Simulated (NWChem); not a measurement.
A series in which one site is exchanged, each optimised at PBE0/def2-SVP with NWChem, gas phase unless a solvent is named. All stand in one matching conformer (torsions within 35°), which need not be the lowest. 

A: [NH2][Be][O][SiH3] (BeSiNH5O; site = Be)
B: [NH2][Zn][O][SiH3] (ZnSiNH$_{5}$O; site = Zn)
C: [O]([SiH3])[Mg][NH2] (MgSiNH$_{5}$O; site = Mg)

Values for A:

- dipole (D), PBE0/def2-SVP: 1.46
- orbital gap (eV), PBE0/def2-SVP: 7.14
- vertical ionisation energy, ΔSCF, CAM-B3LYP/def2-SVP (eV): 9.62
- static polarisability, CAM-B3LYP/def2-SVPD (bohr³): 53.3
- lowest singlet excitation, CAM-B3LYP/def2-SVPD, TDA (eV): 5.78

How do these values change for the other members?


```csv
change from A,B,C
"dipole (D), PBE0/def2-SVP",+1.03,+0.87
"orbital gap (eV), PBE0/def2-SVP",-0.96,-1.83
"vertical ionisation energy, ΔSCF, CAM-B3LYP/def2-SVP (eV)",-0.20,-0.57
"static polarisability, CAM-B3LYP/def2-SVPD (bohr³)",+8.2,+7.2
"lowest singlet excitation, CAM-B3LYP/def2-SVPD, TDA (eV)",-0.55,-1.51
```
